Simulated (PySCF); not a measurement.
CH3I3OSi, singlet, at a GFN2-xTB geometry (core potentials on I). Base run: DF-PBE/def2-SV(P) (PySCF).

Input for PySCF:
```python
from pyscf import gto, scf, dft

mol = gto.M(
    atom='''
C    -3.02432759   -0.36605732   -0.46267382
O    -1.74116573   -0.90408221   -0.58682627
Si   -0.36835194   -0.22268459   -0.12446753
I    -0.08560339    1.92684926   -1.29354887
I     1.39807831   -1.75314368   -0.82918569
I    -0.41954572    0.07606580    2.32113707
H    -3.73126622   -1.09219153   -0.85894121
H    -3.25917980   -0.16471338    0.58581661
H    -3.10258284    0.56560786   -1.02900961
''',
    basis='def2-sv(p)',
    ecp={'I': 'def2-sv(p)'},
    verbose=4,
    max_memory=1800,
)

mf = dft.RKS(mol)
mf.xc = 'pbe'
mf = mf.density_fit(auxbasis='def2-universal-jkfit')
mf.kernel()
```

The job was repeated with other settings on one machine. Differences are taken from the largest basis of the def2 family in the series, which isn't the basis-set limit (def2-TZVPP: -6.442 eV). The cheapest run took about 20 core-seconds (a rough figure).

| setting | basis functions | cost, times the cheapest (rough) | difference in HOMO energy (eV) |
|---|---|---|---|
| def2-SV(P) | 130 | 1 | 0.090 |
| def2-SVP | 139 | 1 | 0.090 |
| def2-TZVP | 267 | 3 | 0.000 |
| def2-TZVPP | 296 | 3 | reference |

Times come from a shared machine, hold the start-up and are rough.
